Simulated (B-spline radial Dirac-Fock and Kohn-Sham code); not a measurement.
**Photoelectron lines of Yb²⁺ at 581 eV**

System: the Yb²⁺ ion, [Xe] 4f14.

Input of the calculation (task.json; shells as n, l, electrons):

```json
{"items": [{
  "Z": 70,
  "q": 2,
  "cfg": [[1, 0, 2], [2, 0, 2], [2, 1, 6], [3, 0, 2], [3, 1, 6], [3, 2, 10], [4, 0, 2], [4, 1, 6], [4, 2, 10], [4, 3, 14], [5, 0, 2], [5, 1, 6]],
  "A": 174,
  "rrms": 5.3108,
  "do": ["binding", "quiet", "photo"],
  "hv": [37.8, 97.2, 156.0, 173.0, 177.0, 240.0, 294.0, 581.0, 707.0, 995.0, 1190.0, 1230.0, 1340.0, 1970.0, 2730.0, 5070.0, 8820.0, 17600.0, 25700.0, 28400.0, 46100.0, 52300.0, 115000.0, 121000.0]
}]}
```

Command: `python xray_run.py task.json out`

These are calculated numbers from an atomic code on a B-spline grid; the model is Dirac-Hartree-Slater photoionisation with all multipoles and Dirac-Fock thresholds. The asymmetry parameter β is from the dipole term alone. Kinetic energies are from the vacuum level.

The last column is dσ/dΩ = σ/(4π) · [1 + β P₂(cos θ)] at θ = 0° from the polarisation vector of linearly polarised light.

```tsv
subshell	electrons	binding (eV)	kinetic (eV)	σ (kb)	β	dσ/dΩ (kb/sr)
4s	2	508.2	72.84	74.2	1.83	16.7
4p1/2	2	416.3	164.7	60.8	0.45	7.00
4p3/2	4	366.2	214.8	205	0.67	27.3
4d3/2	4	215.1	365.9	261	0.45	30.1
4d5/2	6	206.0	375.0	406	0.64	53.2
4f5/2	6	21.69	559.3	509	0.86	75.4
4f7/2	8	20.45	560.5	652	0.87	97.2
5s	2	78.68	502.3	17.2	1.90	3.97
5p1/2	2	51.37	529.6	12.4	1.29	2.26
5p3/2	4	45.25	535.8	31.6	1.26	5.70
```

Branching ratios of the spin-orbit partners (statistical value in brackets): 4p 3.38 (2.00), 4d 1.56 (1.50), 4f 1.28 (1.33), 5p 2.56 (2.00).

Run: 4.4 s of CPU time on 1 thread of Intel(R) Xeon(R) 6975P-C (shared host), peak memory 0.47 GiB.
